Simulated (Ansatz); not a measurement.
Reaction (formal exchange of groups at a Te–C bond): `SC#C[TeH]` + `F[SiH3]` → `F[SiH2][TeH]` + `C#CS`

Computed with Ansatz on PBE0-D4/def2-TZVP structures; ΔE is electronic, products minus reactants. CCSD(T)/CBS adds triple-zeta CCSD(T) − MP2 to the extrapolated MP2 energy (def2 sets, frozen cores). This one scheme is used for every species. DFT in def2-TZVPP. Elements past krypton have def2 core potentials. For Te outer-core shells are correlated without core-valence functions, which leaves a few kJ/mol of doubt a bond. One conformer a species, not always the lowest.

| level | ΔE (kcal/mol) | difference from CCSD(T)/CBS |
| --- | --- | --- |
| r2SCANh-D4 | -19.0 | -0.3 |
| BHLYP-D4 | -18.7 | 0.0 |
| CAM-B3LYP-D4 | -17.9 | 0.8 |
| ωB97X-V | -18.5 | 0.2 |
| ωB97M-V | -19.2 | -0.5 |
| revPBE | -17.9 | 0.8 |
| r2SCANh | -19.1 | -0.4 |
| HF/def2-SVP | -20.0 | -1.3 |
| MP2/def2-SVP | -17.9 | 0.8 |
| CCSD(T)/def2-SVP | -18.0 | 0.7 |
| HF/def2-TZVPP | -18.4 | 0.3 |
| MP2/def2-TZVPP | -16.7 | 2.0 |
| SCS-MP2/def2-TZVPP | -15.8 | 2.9 |
| CCSD/def2-TZVPP | -17.4 | 1.3 |
| MP2/def2-QZVPP | -17.6 | 1.1 |
| MP2/CBS(def2) | -18.4 | 0.3 |
| CCSD(T)/CBS | -18.7 | 0 |

Task: What do rigid-rotor, harmonic-oscillator terms from PBE0-D4/def2-TZVP frequencies (298.15 K, 1 bar) make of the CCSD(T)/CBS value? (An estimate is asked.)

Result: Computed: ΔZPE = +1.1 kcal/mol, ΔH = -17.6 kcal/mol, ΔS = 8 J/(mol·K), ΔG = -18.2 kcal/mol.

Largest T1 diagnostic among the species: 0.013.

From PBE to PBE0 (25 % exact exchange), in def2-TZVPP and without D4, ΔE moves by −0.9 kcal/mol. Leaving LDA and LC-ωPBE aside and taking each functional with its dispersion term where it has one, the values, not all of them listed here, spread over 3.0 kcal/mol, from r2SCAN0-D4 to B97M-V. LDA lies −0.9 kcal/mol from PBE without D4.
